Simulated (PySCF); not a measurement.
CH4BeSe, SMILES [CH3][Be][SeH]. Atoms are numbered in the order given.

```xyz
7

Be     0.8312    -0.7687    -0.2241
C      2.0366    -1.8792    -0.5644
H      1.6563    -2.9055    -0.5732
H      2.8522    -1.8414     0.1638
H      2.4790    -1.6974    -1.5497
Se    -0.6306     0.6166     0.1452
H     -1.0917    -0.1688     1.3042
```

Geometry optimised at B3LYP-D3(BJ)/def2-TZVP. One conformer was computed; it need not be the lowest.

All values below come from CAM-B3LYP/def2-TZVPD (PySCF).

Mulliken values depend strongly on the basis, most of all with diffuse functions as here. Atomic charges (e):

```tsv
atom	Mulliken	IAO
Be1	0.03	1.37
C2	-0.30	-1.13
H3	0.13	0.15
H4	0.13	0.15
H5	0.12	0.15
Se6	-0.20	-0.74
H7	0.09	0.05
```
